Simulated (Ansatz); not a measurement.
**Relaxing a trial structure of ClH2NOSi**

The starting geometry of this gas-phase singlet was optimised with GFN2-xTB.

```yaml
atoms:
  - { symbol: Cl, position_ang: [-0.9051, 1.1518, 2.9901] }
  - { symbol: N, position_ang: [-2.4304, 2.0926, 0.2430] }
  - { symbol: O, position_ang: [-3.0843, 0.8678, 0.8190] }
  - { symbol: Si, position_ang: [-1.4774, 0.9402, 1.0928] }
  - { symbol: H, position_ang: [-0.6348, 0.1719, 0.2247] }
  - { symbol: H, position_ang: [-2.8230, 2.8881, 0.7376] }
```

**Question.** Predict what becomes of its bonds when it is optimised with B3LYP-D3(BJ)/def2-SVP.

**Answer.** It keeps its bonds.

The energy falls by 0.19 eV over 7 steps:

```csv
step,E − E(last) (eV)
1,0.188
2,0.056
3,0.008
4,0.006
5,0.000
6,0.000
7,0.000
```

Final geometry (Å):

```xyz
6

Cl   -0.8812    1.2058    2.9599
N    -2.4453    2.1563    0.2060
O    -3.1489    0.8327    0.7653
Si   -1.5191    0.9399    1.0307
H    -0.5638    0.1030    0.2934
H    -2.7966    2.8746    0.8520
```

Frequencies at the end are all real (lowest 207 cm⁻¹). Run with Ansatz 0.2.0, 34 s on 1 thread of Intel(R) Xeon(R) Processor @ 2.50GHz (Skylake/Cascade Lake), on a shared host.
